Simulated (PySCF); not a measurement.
Job for PySCF: R-HF/3-21G on CH4BFO (SMILES CB(O)F), a point of a torsion scan.

```python
from pyscf import gto, scf, dft, mp
from pyscf.data.elements import chemcore

mol = gto.M(
    atom='''
    C    -0.95735225   -0.17134663   -0.05781596
    B     0.51804159    0.36003198    0.15611949
    O     1.58622003   -0.19164606   -0.43029489
    F     0.67910502    1.55056248    0.76180301
    H    -1.62594495    0.62953291   -0.36149577
    H    -1.00389834   -0.96409082   -0.79654801
    H    -1.34879448   -0.56512292    0.87859510
    H     2.38392186   -0.39966105    0.04678875
    ''',
    basis='3-21g',
    charge=0, spin=0, verbose=3, max_memory=1800)
mf = scf.RHF(mol)
mf.conv_tol = 1e-8
mf.max_cycle = 100
mf.kernel()
if not mf.converged:
    mf = mf.newton().run(mf.mo_coeff, mf.mo_occ)
```

Output:

```
converged SCF energy = -238.010600197923
```

The calculation finished and met its thresholds.

Cost: around 0.4 core-seconds (rough).
